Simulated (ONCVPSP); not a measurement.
**hafnium, ONCV: configuration errors across variants**

- Element: hafnium (Hf)
- Generator: ONCVPSP 4.0.1
- Type: optimised norm-conserving Vanderbilt (ONCV)
- Functional: PBEsol
- Relativity: scalar-relativistic
- Frozen core: [Kr] 4d10
- Valence charge: 26
- Reference configuration: 4f14 5s2 5p6 5d2 6s2
- Partial waves: 5s+6s: rc 2.20 bohr, ncon 4, nbas 7, qcut 4.8 1/bohr, 2 projectors; 5p: rc 1.90 bohr, ncon 5, nbas 9, qcut 8.2 1/bohr, 1 projector; 5d: rc 2.65 bohr, ncon 4, nbas 9, qcut 5.4 1/bohr, 2 projectors, debl 3 Ha; 4f: rc 1.10 bohr, ncon 5, nbas 10, qcut 13.2 1/bohr, 2 projectors, debl 2.5 Ha
- Local potential: polynomial inside 0.85 bohr (lpopt 3, dvloc0 4 Ha)
- Core correction: Teter function, fcfact 5.25, rcfact 1.1

All-electron excitation energies from the reference (eV): (1) 4f14 5s2 5p6 5d2 6s1 8.009; (2) 4f14 5s2 5p6 5d2 6s0 22.172; (3) 4f13 5s2 5p6 5d3 6s2 17.535.

A true bound ghost makes a file unfit for plane-wave use even where its test errors are small: the radial tests pick states by their node count and pass the ghost by.

Errors AE − PS in meV (a dash: test not solved or not reliable):

```json
{"change": "base", "(1)": "-3.9", "(2)": "-14", "(3)": "+256", "bound ghosts": "s", "GHOST(+) flags above zero": "d"}
{"change": "p: rc 1.36", "(1)": "-4.0", "(2)": "-14", "(3)": "+163", "bound ghosts": "s", "GHOST(+) flags above zero": "p, d"}
{"change": "p: rc 1.64", "(1)": "-3.9", "(2)": "-14", "(3)": "+199", "bound ghosts": "s", "GHOST(+) flags above zero": "d"}
{"change": "p: rc 1.94", "(1)": "-3.9", "(2)": "-13", "(3)": "+266", "bound ghosts": "s", "GHOST(+) flags above zero": "d"}
{"change": "p: rc 2.24", "(1)": "-3.9", "(2)": "-13", "(3)": "+327", "bound ghosts": "s", "GHOST(+) flags above zero": "d"}
{"change": "p: rc 2.7", "(1)": "-3.9", "(2)": "-13", "(3)": "+373", "bound ghosts": "s", "GHOST(+) flags above zero": "d"}
```

Give the same row for: p: rc 2.42.

-3.9, -13, +340; bound ghosts: s; GHOST(+) flags above zero: d.
